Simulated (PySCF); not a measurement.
A run for PySCF: U-B3LYP/LANL2DZ on FHOPb (SMILES [OH][Pb][F]), a point of a bond scan (R = 0.966 Å).

```python
from pyscf import gto, scf, dft, mp
from pyscf.data.elements import chemcore

mol = gto.M(
    atom='''
    Pb    0.11984709    0.02505711    0.23369822
    F    -0.29894545    1.35257794   -1.30236435
    O    -0.75278508   -1.60708419   -0.73088014
    H    -1.11467184   -1.37121089   -1.59493347
    ''',
    basis='lanl2dz',
    ecp={'Pb': 'lanl2dz'},
    charge=0, spin=0, verbose=3, max_memory=1800)
mf = dft.UKS(mol, xc='b3lyp')
mf.conv_tol = 1e-8
mf.max_cycle = 100
mf.init_guess_breaksym = True
mf.kernel()
if not mf.converged:
    mf = mf.newton().run(mf.mo_coeff, mf.mo_occ)
for _ in range(4):
    mo, _, stable, _ = mf.stability(return_status=True)
    if stable:
        break
    mf.kernel(mf.make_rdm1(mo, mf.mo_occ))
```

The log:

```
converged SCF energy = -179.225838194125  <S^2> = 1.2432722e-11  2S+1 = 1
<class 'pyscf.dft.uks.UKS'> wavefunction is stable in the internal stability analysis
```

Self-consistency was reached.

Cost: very roughly 10 core-seconds.
